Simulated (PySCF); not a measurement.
C₅H₇F, SMILES C1(=CC[C@@H]1C)F.

Coordinates come from a B3LYP-D3(BJ)/def2-SVP optimisation. The structure was generated by enumeration; whether it is a known compound was not checked.

Calculation: TDA-PBE/def2-SVPD (PySCF).

Vertical excitations. Gas-phase values at a fixed geometry.

| state | energy (eV) | λ (nm) | f | main pairs |
|---|---|---|---|---|
| S1 | 6.10 | 203 | 0.019 | HOMO→LUMO+1 79 %, HOMO→LUMO 20 % |
| S2 | 6.59 | 188 | 0.009 | HOMO→LUMO+2 99 % |
| S3 | 6.80 | 182 | 0.021 | HOMO→LUMO+3 87 % |
| S4 | 6.94 | 179 | 0.041 | HOMO→LUMO+4 91 % |
| S5 | 7.38 | 168 | 0.063 | HOMO−2→LUMO 46 %, HOMO→LUMO 22 %, HOMO→LUMO+5 8 % |
| S6 | 7.41 | 167 | 0.017 | HOMO−1→LUMO 87 % |
| S7 | 7.52 | 165 | 0.069 | HOMO−2→LUMO 53 %, HOMO→LUMO 16 %, HOMO→LUMO+5 11 % |
| S8 | 7.78 | 159 | 0.042 | HOMO→LUMO+5 72 %, HOMO→LUMO 12 % |
| S9 | 7.91 | 157 | 0.005 | HOMO→LUMO+6 98 % |
| S10 | 8.08 | 153 | 0.000 | HOMO−1→LUMO+1 97 % |
| T1 | 4.45 | 278 | 0 | HOMO→LUMO 96 % |
| T2 | 6.07 | 204 | 0 | HOMO→LUMO+1 97 % |
| T3 | 6.48 | 191 | 0 | HOMO→LUMO+2 99 % |
| T4 | 6.73 | 184 | 0 | HOMO→LUMO+3 95 % |
Triplets are in the Tamm–Dancoff approximation.
